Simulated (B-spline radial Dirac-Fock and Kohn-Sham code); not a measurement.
## Auger parameter of iridium: the L3 level and its strongest L3-MM line

Level of theory: Dirac-Fock ΔSCF + Breit + QED; an atomic code on a B-spline grid. The modified Auger parameter α′ is the binding energy plus the kinetic energy of the Auger electron; it does not depend on the energy zero. For free ions it tends to fall with charge, since less charge screens the final holes.

| species | configuration | binding 2p3/2 (eV) | Auger line | kinetic (eV) | α′ (eV) |
| --- | --- | --- | --- | --- | --- |
| Ir⁴⁺ | [Xe] 4f14 5d3 6s2 | 11287.8 | M4M5 J=4 | 6900.4 | 18188.2 |
| Ir⁶⁺ | [Xe] 4f14 5d3 | 11314.5 | M4M5 J=4 | 6872.2 | 18186.7 |
| Ir⁷⁺ | [Xe] 4f14 5d2 | 11334.7 | M4M5 J=4 | 6851.4 | 18186.0 |
| Ir⁷⁺ (Watson 2.7 Å) | [Xe] 4f14 5d2 | 11297.3 | M4M5 J=4 | 6888.7 | 18186.0 |

Values without a named source are computed, but for edge energies of neutral atoms, which are taken from tables.
